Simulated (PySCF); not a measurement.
## Two-dimensional NMR puzzle

Compound of formula C6H13FSi2. Correlations simulated from computed shifts and the bond graph:

HSQC (one-bond C–H):
```csv
δH,δC
4.75,98.0
2.08,4.9
1.23,23.7
```

COSY cross peaks (H two or three bonds apart, from the bond graph; peaks can be absent where the dihedral angle is near 90°):
```csv
δH,δH
4.75,4.01
```

HMBC (two and three bonds, from the bond graph):
```csv
δH,δC
4.75,"89.4, 27.3, 23.7"
4.01,"98.0, 89.4, 27.3, 23.7"
4.01,"98.0, 27.3"
2.08,"89.4, 89.0"
1.23,"98.0, 89.4, 27.3"
```

Carbons without hydrogens: δ 89.4, 89.0, 27.3.

Computed data (PySCF 2.14): σ from GIAO-PBE0/pcSseg-1, coordinates at the GFN2-xTB level. No solvent model, one computed conformer, fast rotation and ring inversion assumed for equivalent nuclei, no relativistic terms.

Scale: $^{1}$H and $^{13}$C vs TMS (reference shieldings calculated alike).

Exchangeable hydrogens are left out of these lists.

Q: Work out the connectivity.

A: `CC#C[C@@](C)([SiH3])[C@@H](F)[SiH3]`.

Structure with atom numbers: `[CH3:1][C:2]#[C:3][C@@:4]([CH3:5])([SiH3:6])[C@@H:7]([F:8])[SiH3:9]`. Each H is labelled by its parent atom.

δC 98.0 is C7, an sp3 CH bonded to F and Si (δH 4.75). δC 89.4 is C3, an alkyne carbon. δC 89.0 is C2, an alkyne carbon. δC 27.3 is C4, a propargylic fully substituted sp3 carbon bonded to Si. δC 23.7 is C5, a methyl carbon (δH 1.23). δC 4.9 is C1, a propargylic methyl carbon (δH 2.08). HMBC from δH 4.75 reaches the proton-free carbons C3, C4. HMBC from δH 4.01 reaches the proton-free carbons C3, C4. HMBC from δH 4.01 reaches the proton-free carbon C4. HMBC from δH 2.08 reaches the proton-free carbons C3, C2. COSY links 4.75–4.01.

The shifts were computed for this structure.

Shifts are as computed. Against solution values, carbons near 30 ppm lie about +3 ppm off and those near 130 ppm about +5 ppm. Of 1211 compounds with measured shifts, 218 miss one by over three times the rms of a fit or turn the order of signals round; such compounds aren't used in these exercises.
